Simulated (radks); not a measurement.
Results of a calculation; reference values are marked as such.
The nuclear charge of neutral tungsten is varied continuously with 74 electrons held in [Xe] 4f14 5d4 6s2. Code: a radial shooting solver on a logarithmic mesh with Libxc functionals. Model: scalar-relativistic Kohn-Sham, PBEsol, spin-polarised, spherical densities, point nucleus; open shells are filled with parallel spins first (spin-orbit coupling, left out, can overturn this in heavy ions). By the Hellmann-Feynman theorem dE/dZ = E(electron-nucleus)/Z, the electronic potential at the nucleus. The scalar-relativistic energy here is not variational (the density holds large components alone), so the two differ by a part that grows with Z.

Z     E (hartree)  E(electron-nucleus)/Z (hartree)  HOMO  e(HOMO) (eV)  <r> HOMO (bohr)
73.8  -16029.3682                         -537.093    6s        -3.438            3.455
74    -16137.8523                         -539.328    6s        -4.783            3.327
74.2  -16246.7921                         -541.563    6s        -6.218            3.214
74.4  -16356.1877                         -543.798    6s        -7.736            3.113
74.6  -16466.0395                         -546.034    6s        -9.331            3.022
74.8  -16576.3475                         -548.272    6s       -10.999            2.939
75    -16687.1124                         -550.511    6s       -12.736            2.863

The central difference of E at Z = 74 is -543.560 hartree, to compare with the third column; the second derivative is -11.4 hartree.
